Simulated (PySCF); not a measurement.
BFH, SMILES [BH]F (connectivity only; charge and spin as stated), charge +1, multiplicity 1.

Geometry: ωB97X-D3(BJ)/def2-TZVPD. The multiplicity is an assumed one; other spin states were not compared. The isomer is the one that the SMILES or the coordinates give; other isomers of the formula were not compared.

Vertical ionisation energy (IE) and electron affinity (EA) in eV. Rows of orbital energies are one-electron estimates. Where ΔSCF, EOM or ADC give a negative EA the extra electron is unbound and the value depends on the basis.

```
level                                          IE     EA
------------------------------------------  -----  -----
−ε(HOMO), −ε(LUMO), PBE/def2-TZVPD (PySCF)  20.47  10.65
−ε(HOMO), −ε(LUMO), HF/def2-TZVPD (PySCF)   26.52   5.39
EOM-CCSD/aug-cc-pVDZ (PySCF)                26.29   6.27
ADC(3)/aug-cc-pVDZ (PySCF)                  26.03   6.29
```

Problem. Give the lowest 1s main lines (those of the lightest heavy element) from CVS-ADC(2)-x/aug-cc-pVDZ (PySCF, non-relativistic), with pole strengths. (An estimate is asked for; the answer gives what the named calculation found.)

Solution. 214.4 eV (1.67).

Problem. Beyond the first one, list the lowest photoelectron lines from ADC(3)/aug-cc-pVDZ (PySCF 2.14.0) with their pole strengths (two spins summed). (Estimate from the structure and the level; the computed values follow.)

Solution. 28.11 eV (1.83), 28.11 eV (1.83), 31.09 eV (1.83).
